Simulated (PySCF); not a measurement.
## Threshold energies of GeCl in a plasma

PBE in PySCF with def2-TZVPPD on every atom, for the lowest determinant that a PBE0 search found; no spin–orbit coupling.

```tsv
species	state (unpaired electrons)	Re (Å)	ωe (cm⁻¹)	energy of the minimum from the neutral (eV)	De (eV)	dissociates to
GeCl	doublet (π ↑)	2.195	390	0.00	4.33	Ge + Cl
GeCl⁺	singlet (closed shell)	2.083	486	7.27	4.95	Ge⁺ + Cl
GeCl⁻	triplet (π ↑↑)	2.378	267	-1.23	1.91	Ge + Cl⁻
```

Question: Work out the lowest energy to break GeCl into atoms, from its vibrational ground state.

Answer: D0 = De − ωe/2 = 4.33 − 0.02 = 4.31 eV (PBE/def2-TZVPPD).

Question: Work out the ionisation energy of the Ge atom at this level and the threshold of dissociative ionisation.

Answer: IE(Ge) = 7.27 + 4.95 − 4.33 = 7.89 eV, so Ge⁺ + Cl + e⁻ appears at D0 + IE(Ge) = 12.20 eV (PBE/def2-TZVPPD). The measured IE(Ge) is 7.899 eV (NIST ASD).

Question: Work out the electron affinity of the Cl atom and the threshold of dissociative attachment.

Answer: EA(Cl) = 4.33 − 1.91 − (-1.23) = 3.65 eV, so Ge + Cl⁻ needs D0 − EA(Cl) = 0.66 eV (PBE/def2-TZVPPD). The measured EA(Cl) is 3.613 eV.

Question: At which energy does ion-pair formation open?

Answer: Ge⁺ + Cl⁻ lies at D0 + IE(Ge) − EA(Cl) = 8.55 eV (PBE/def2-TZVPPD).

These are thermodynamic thresholds; the onsets seen under electron impact lie higher where the geometry changes, and cross-sections peak well above them.

Spin–orbit coupling is left out. For an ion De counts to the pair picked by the measured ionisation energies or electron affinities, which need not be the lowest pair at this level. The highest Kohn–Sham level is positive in this anion. Much of that is self-interaction error, but it also means that the finite basis helps to hold the extra electron. States were picked by a PBE0 search and need not be the measured ground states.
